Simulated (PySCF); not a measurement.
SiHCl, SMILES [SiH]Cl (connectivity only; charge and spin as stated), neutral, multiplicity 1. Atoms are numbered in the order given.

```xyz
3

Si     0.1106     1.0971     0.0000
H     -1.4045     1.3096     0.0000
Cl    -0.0085    -0.9805     0.0000
```

Geometry: r2SCAN-D4/def2-TZVP. The isomer is the one that the SMILES or the coordinates give; other isomers of the formula were not compared.

Level of theory: M06-2X/def2-TZVPD run with PySCF.

Symmetry labels are those of the subgroup Cs that the program uses (full group Cs).

**Question.** List the valence orbital energies around the gap with their symmetry. (The exact figures need the calculation; the answer reports its results.)

**Answer.** 
```json
[
 {"orbital": "HOMO−7", "symmetry": "A'", "energy (eV)": "-106.32"},
 {"orbital": "HOMO−6", "symmetry": "A'", "energy (eV)": "-106.24"},
 {"orbital": "HOMO−5", "symmetry": "A'", "energy (eV)": "-25.16"},
 {"orbital": "HOMO−4", "symmetry": "A'", "energy (eV)": "-15.71"},
 {"orbital": "HOMO−3", "symmetry": "A'", "energy (eV)": "-12.02"},
 {"orbital": "HOMO−2", "symmetry": "A\"", "energy (eV)": "-11.16"},
 {"orbital": "HOMO−1", "symmetry": "A'", "energy (eV)": "-10.91"},
 {"orbital": "HOMO", "symmetry": "A'", "energy (eV)": "-8.05"},
 {"orbital": "LUMO", "symmetry": "A\"", "energy (eV)": "-2.10"},
 {"orbital": "LUMO+1", "symmetry": "A'", "energy (eV)": "0.31"},
 {"orbital": "LUMO+2", "symmetry": "A'", "energy (eV)": "0.60"},
 {"orbital": "LUMO+3", "symmetry": "A'", "energy (eV)": "1.32"}
]
```
